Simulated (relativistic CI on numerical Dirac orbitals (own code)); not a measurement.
Hyperfine structure of Yb46+, mass number 171

Method of calculation: Dirac-Coulomb-Breit CI, orbitals from a KLI potential per configuration, QED by a radiative potential, unscaled Slater integrals (own radial code, finite nucleus).

Configuration list (outside the closed core [Ne]): 3s2.3p6.3d6, 3s2.3p5.3d7, 3s2.3p4.3d8, 3s.3p6.3d7, 3p6.3d8, 3s.3p5.3d8, 3s2.3p6.3d5.4s, 3s2.3p6.3d5.4p, 3s2.3p4.3d7.4s, 3s2.3p6.3d5.4d, 3s2.3p5.3d6.4s, 3s2.3p6.3d5.4f, 3s2.3p6.3d4.4s2, 3s.3p6.3d6.4s, 3p6.3d7.4s, 3p6.3d7.4p. Levels of other configurations are missing.

Nuclear spin I = 1/2, μ = 0.4923 μN (tables of Stone and Pyykkö). The electronic factors are computed for point nuclear moments, without core polarisation or the Bohr-Weisskopf and QED corrections.

| Level | E (cm⁻¹) | A (MHz) |
| --- | --- | --- |
| 3s2.3p6.3d6 5D_3 | 376960 | 20930 |
| 3s2.3p6.3d6 3G_5 | 455080 | 40040 |
| 3s2.3p6.3d6 3H_6 | 455859 | 44300 |
| 3s2.3p6.3d6 3P_1 | 621082 | 25620 |

Levels with J = 0, under 50 % of one LS term, or S terms without an open s electron are left out. Small factors come from cancelling terms and can be off by tens of per cent or more.

At this charge energies of transitions that change n are usually good to better than 1 %, and those within a shell (Δn = 0) to a few per cent.

Give the hyperfine levels of 3s2.3p6.3d6 5D_3 relative to its centre of gravity.

With K = F(F + 1) − I(I + 1) − J(J + 1), E = AK/2: F = 5/2: -41860, F = 7/2: 31390 MHz.

LS names give the leading component of a level, which can be under half, so a name can repeat, a term be missing and a line seem to break the LS rules.
